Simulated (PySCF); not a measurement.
Computed properties of Bi(Me)(TeH)2 (CH₅BiTe₂), SMILES [CH3][Bi]([TeH])[TeH]

Bi(Me)(TeH)2 (CH₅BiTe₂), SMILES [CH3][Bi]([TeH])[TeH]. The structure is a stationary point at B3LYP-D3(BJ)/def2-SVP. The structure was generated by enumeration; whether it is a known compound was not checked. The def2 effective core potentials stand for the cores of Bi, Te; spin–orbit coupling is left out. Other conformers were not sampled. All values are computed for the isolated molecule unless a solvent is named; none is compared with measurement here.

**Structure.** All 21 harmonic modes at B3LYP-D3(BJ)/def2-SVP (PySCF) are real, so it is a minimum. With heavy atoms numbered as in [Bi:1]([CH3:2])([TeH:6])[TeH:8], the shortest bond between them is Bi1–C2 at 2.300 Å and the longest Bi1–Te6 at 2.912 Å.

**Vibrations.** The strongest infrared lines (harmonic, unscaled, degenerate partners summed) lie at 2100 cm⁻¹ (51 km/mol, H 99 %), 2097 cm⁻¹ (38 km/mol, H 99 %), 761 cm⁻¹ (13 km/mol, H 86 %, C 14 %). The softest mode is at 41 cm⁻¹ and the zero-point energy is 30.8 kcal/mol.

**Electronic structure.** M06-2X/def2-TZVP (PySCF) places the frontier levels at -7.11 and -1.42 eV, a gap of 5.69 eV, and gives a dipole moment of 2.56 D and a mean polarisability of 152.9 bohr³. PBE/def2-TZVP (PySCF) at the same geometry gives -5.12 and -2.72 eV, so its gap is 3.29 eV narrower. An orbital gap is neither the optical nor the fundamental gap.

**Excitations.** TDA-PBE0/def2-SVPD (PySCF) has S1 at 2.93 eV (423 nm, f = 0.028, weak); the most intense of the 10 singlets computed lies at 4.49 eV (f = 0.07). T1 (TDA) is at 2.45 eV, 0.48 eV under S1. TDA-PBE/def2-SVPD (PySCF) puts S1 at 2.65 eV.
